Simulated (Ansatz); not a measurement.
`[NH2][Ta]([OH])(=[S])[Cl]` + HCl → `[OH][Ta](=[S])([Cl])[Cl]` + NH₃ at 500 K and 1 bar (ligand exchange at a Ta–N bond).

Isolated molecules relaxed with PBE0-D4/def2-TZVP in Ansatz; ΔE leaves out vibrations. CCSD(T)/CBS is the MP2 limit (def2-TZVPP, def2-QZVPP) plus CCSD(T) − MP2 in def2-TZVPP, frozen cores. This one scheme is used for every species. Elements past krypton have def2 core potentials. For Ta outer-core shells are correlated without core-valence functions, which leaves a few kJ/mol of doubt a bond. Each species was taken in one conformer, which may not be the lowest.

```csv
species,CCSD(T)/CBS energy (Eh),H − E (kJ/mol),S (J/(mol·K))
`[NH2][Ta]([OH])(=[S])[Cl]`,-1046.34802,158.4,445.3
HCl,-460.38127,32.5,201.9
`[OH][Ta](=[S])([Cl])[Cl]`,-1450.24360,90.6,434.6
NH₃,-56.50880,108.2,211.8
```

H − E and S are ideal-gas, rigid-rotor, harmonic terms from PBE0-D4/def2-TZVP, for one conformer and one mirror image of each species. 1 Eh = 2625.50 kJ/mol, R = 8.31446 J/(mol·K).

Q: By hand: ΔE, ΔH, ΔS and ΔG.

A: ΔE = (-1450.24360) + (-56.50880) − (-1046.34802) − (-460.38127) = -0.02311 Eh = -60.7 kJ/mol. Δ(H − E) = 90.6 + 108.2 − 158.4 − 32.5 = 7.9, so ΔH = -52.8 kJ/mol. ΔS = 434.6 + 211.8 − 445.3 − 201.9 = -0.8 J/(mol·K). ΔG = -52.8 − 500 × (-0.8)/1000 = -52.4 kJ/mol.

Q: By hand: the equilibrium constant, and the temperature at which ΔG would vanish if ΔH and ΔS stayed fixed.

A: log₁₀ K = −ΔG/(RT ln 10) = 5.5. ΔG = 0 at ΔH/ΔS = 66000 K, far beyond where these terms or the molecules hold.

The number of gas molecules stays the same, so ΔS is small and ΔH decides. A doubt of 5 kJ/mol in ΔE shifts log₁₀ K by 0.5 here. Other conformers and mirror images would add mixing entropy, several J/(mol·K) or more a flexible species. These are equilibria of isolated gas molecules and say nothing of rates. Largest T1 diagnostic: 0.020 (customary marks: 0.02 for closed shells, 0.045 for open ones).
